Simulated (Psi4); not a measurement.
Torsional profile of C9H6OS2, SMILES O=C(c1cccs1)c1cccs1. Scanned: dihedral O1–C2–C3–S7; all other coordinates were relaxed at GFN2-xTB. Points at φ and −φ are mirror images.

Geometry of the scan point at 60° (Å):
```
18

O      0.4479    -0.2916    -2.3990
C      0.2475    -0.1860    -1.2055
C      1.3062    -0.3668    -0.1899
C      1.3292    -1.2452     0.8564
C      2.4887    -1.1204     1.6484
C      3.3114    -0.1317     1.2116
S      2.7069     0.6487    -0.1924
C     -1.0816     0.0877    -0.6666
C     -2.2410     0.2108    -1.3940
C     -3.3578     0.5051    -0.5976
C     -3.0391     0.6125     0.7237
S     -1.3748     0.3531     1.0237
H      0.5601    -1.9761     1.0319
H      2.6926    -1.7343     2.5070
H      4.2427     0.1923     1.6318
H     -2.2619     0.0865    -2.4615
H     -4.3535     0.6341    -0.9821
H     -3.6938     0.8292     1.5451
```

Computed with Psi4 with PBE-D3(BJ)/def2-SVP // GFN2-xTB.

Scanned values (°): -150, -120, -90, -60, -30, 0, 30, 60, 90, 120, 150, 180.

Locate the minima and the barriers on this grid.

Lower than their neighbours: 0° (0.0 kcal/mol), 180° (0.7 kcal/mol). Higher than their neighbours: -90° (6.4 kcal/mol), 90° (6.4 kcal/mol). The whole profile spans 6.4 kcal/mol.
